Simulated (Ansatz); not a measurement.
`F[Si](F)([SiH3])Cl` + HI → `F[Si](F)(Cl)I` + SiH₄ at 400 K and 1 bar (cleavage of the Si–Si bond).

Isolated molecules relaxed with PBE0-D4/def2-TZVP in Ansatz; ΔE leaves out vibrations. CCSD(T)/CBS adds triple-zeta CCSD(T) − MP2 to the extrapolated MP2 energy (def2 sets, frozen cores). This one scheme is used for every species. Elements past krypton have def2 core potentials. For I outer-core shells are correlated without core-valence functions, which leaves a few kJ/mol of doubt a bond.

```csv
species,CCSD(T)/CBS energy (Eh),H − E (kJ/mol),S (J/(mol·K))
`F[Si](F)([SiH3])Cl`,-1239.50998,120.9,396.8
HI,-298.03592,25.7,215.0
`F[Si](F)(Cl)I`,-1246.11308,51.4,375.9
SiH₄,-291.46306,96.9,218.6
```

H − E and S are ideal-gas, rigid-rotor, harmonic terms from PBE0-D4/def2-TZVP. 1 Eh = 2625.50 kJ/mol, R = 8.31446 J/(mol·K).

Problem. By hand: ΔE, ΔH, ΔS and ΔG.

Solution. ΔE = (-1246.11308) + (-291.46306) − (-1239.50998) − (-298.03592) = -0.03024 Eh = -79.4 kJ/mol. Δ(H − E) = 51.4 + 96.9 − 120.9 − 25.7 = 1.7, so ΔH = -77.7 kJ/mol. ΔS = 375.9 + 218.6 − 396.8 − 215.0 = -17.3 J/(mol·K). ΔG = -77.7 − 400 × (-17.3)/1000 = -70.8 kJ/mol.

Problem. By hand: the equilibrium constant, and the temperature at which ΔG would vanish if ΔH and ΔS stayed fixed.

Solution. log₁₀ K = −ΔG/(RT ln 10) = 9.2. ΔG = 0 at ΔH/ΔS = 4491 K, far beyond where these terms or the molecules hold.

ΔH outweighs TΔS. A doubt of 5 kJ/mol in ΔE shifts log₁₀ K by 0.7 here. These are equilibria of isolated gas molecules and say nothing of rates. Largest T1 diagnostic: 0.012 (customary marks: 0.02 for closed shells, 0.045 for open ones).
